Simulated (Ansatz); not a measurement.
Born–Oppenheimer molecular dynamics of BrCl₄FHTa (8 atoms, charge 0, multiplicity 1). It starts at the highest image of a converged band, a first-order saddle point between two minima.

These are results of Ansatz, RKS PBE/def2-SVP, not measurements.

```yaml
ensemble: NVE (velocity Verlet)
time_step: 0.5 fs
steps_asked: 200
starting_velocities_drawn_for: 300 K
seed: 8757
```

First frame:

```xyz
8
Properties=species:S:1:pos:R:3
Ta -0.072 -0.261 0.211
Cl 2.418 0.443 0.417
Cl -0.249 0.184 2.495
F 0.475 -0.768 -1.530
Cl -0.703 1.837 -0.461
Cl -2.002 -1.491 0.097
Br 1.386 -2.522 0.913
H 2.333 -1.119 0.722
```

**Question.** How far do the bonds stretch over the last three quarters of this one trajectory? (Pairs bonded in most of those frames.)

**Answer.** 
```
   bond  mean (Å)  spread (Å)  shortest  longest
Ta1–Cl2     2.759       0.088      2.63     2.92
Ta1–Cl3     2.334       0.017      2.31     2.36
 Ta1–F4     1.891       0.045      1.84     1.97
Ta1–Cl5     2.309       0.053      2.24     2.39
Ta1–Cl6     2.275       0.003      2.27     2.29
Ta1–Br7     2.651       0.034      2.58     2.71
 Cl2–H8     1.413       0.060      1.31     1.54
```

Pairs bonded in part of these frames only: Br7–H8 26 %.

Mean temperature of the second half: 228 K. The conserved energy stayed within 0.0096 meV per atom of its start (net change 0.00025 meV per atom), so the integration is sound. A run of 0.1 ps of so small a system gives no equilibrium averages. The orbitals stay closed-shell, which can raise the energy where a bond breaks towards radicals; this wasn't checked here.

Run time: 10 min on 4 threads of Arm Neoverse V2 (shared host), peak memory 0.28 GiB.
